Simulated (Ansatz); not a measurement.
Cl3Y (SMILES [Cl][Y]([Cl])[Cl]), singlet, geometry from GFN2-xTB (such geometries of metal compounds can be far from the true shape) (core potentials on Y). Base run: PBE/def2-SVP run with Ansatz (a quantum-chemistry and plane-wave program).

Input for Ansatz:
Ansatz 0.2 input:
```yaml
crystal:
  periodic: [false, false, false]
  atoms:
    - {symbol: Y, position_ang: [0.23273299, 0.60598762, 0.37640734]}
    - {symbol: Cl, position_ang: [1.71306890, -0.82911873, -0.86829729]}
    - {symbol: Cl, position_ang: [-0.87640660, -1.25795858, 1.42317771]}
    - {symbol: Cl, position_ang: [-1.37057916, 0.69687040, -1.41840315]}
basis:
  gaussian:
    orbitals: def2-SVP
hamiltonian:
  xc: pbe
```

The base run was repeated with changes; each row names its change, and settings that it needs were set with it.

| change | basis functions | E (Eh) |
|---|---|---|
| base | 85 | -1418.16761 |
| basis = ANO-RCC-VDZP; relativity = spin-free X2C | 97 | -4769.19463 |
| basis = x2c-SVPall; relativity = spin-free X2C | 107 | -4768.43073 |
| basis = ANO-RCC-VDZP; relativity = none | 97 | -4672.09712 |
| basis = x2c-TZVPall; relativity = spin-free X2C | 174 | -4769.26408 |
| basis = x2c-TZVPall; relativity = spin-free X2C; nucleus = Gaussian | 174 | -4769.22985 |
| basis = x2c-TZVPall; relativity = none | 174 | -4683.47227 |
| basis = x2c-SVPall; relativity = spin-free X2C; nucleus = Gaussian | 107 | -4768.39922 |
| basis = x2c-SVPall; relativity = none | 107 | -4682.83896 |
| basis = ANO-RCC-VDZP; relativity = spin-free X2C; nucleus = Gaussian | 97 | -4769.15435 |

Totals shift with the method and basis; they matter in differences.

Ansatz warned in this series: the basis is contracted for relativity, which the run leaves out.

Basis sets contracted for a relativistic Hamiltonian are a mismatch without it, so the rows without relativity aren't non-relativistic limits. No row has spin-orbit coupling; sets with core potentials leave out the core electrons.
